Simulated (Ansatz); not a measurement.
One change: `F[SiH](S)I` becomes `CS[SiH](F)S`.

Ansatz, PBE0-D4/def2-TZVP geometries, multiplicity 1. Each molecule was computed in one conformer, which needn't be the lowest.

Elements past krypton have def2 core potentials.  Spin–orbit coupling is left out; it splits and shifts lone-pair levels of the heavy atoms by tenths of an eV.

```csv
property,`F[SiH](S)I`
HOMO energy (ωB97M-V/def2-TZVPP) / eV,-9.93
LUMO energy (ωB97M-V/def2-TZVPP) / eV,0.93
zero-point energy (PBE0-D4/def2-TZVP) / kJ/mol,59.2
size of the dipole moment (PBE/def2-TZVPP) / D,0.77
HOMO–LUMO gap (PBE0/def2-TZVPP) / eV,6.84
HOMO energy (PBE/def2-TZVPP) / eV,-6.64
```

Give the same properties after the change, and the shifts. (An estimate is asked.)

Ansatz gave: 
```csv
property,`CS[SiH](F)S`,shift
HOMO energy (ωB97M-V/def2-TZVPP) / eV,-9.62,0.31
LUMO energy (ωB97M-V/def2-TZVPP) / eV,1.75,0.82
zero-point energy (PBE0-D4/def2-TZVP) / kJ/mol,160.5,101.3
size of the dipole moment (PBE/def2-TZVPP) / D,1.03,0.26
HOMO–LUMO gap (PBE0/def2-TZVPP) / eV,7.30,0.46
HOMO energy (PBE/def2-TZVPP) / eV,-6.22,0.42
```

With PBE0 the HOMO rises by 0.38 eV and the LUMO rises by 0.85 eV, so the gap widens by about 0.47 eV. PBE moves the HOMO by 0.42 eV and ωB97M-V by 0.31 eV. The zero-point energy changes by 101.3 kJ/mol with +12 modes. Dipoles are sizes alone; their direction can turn.
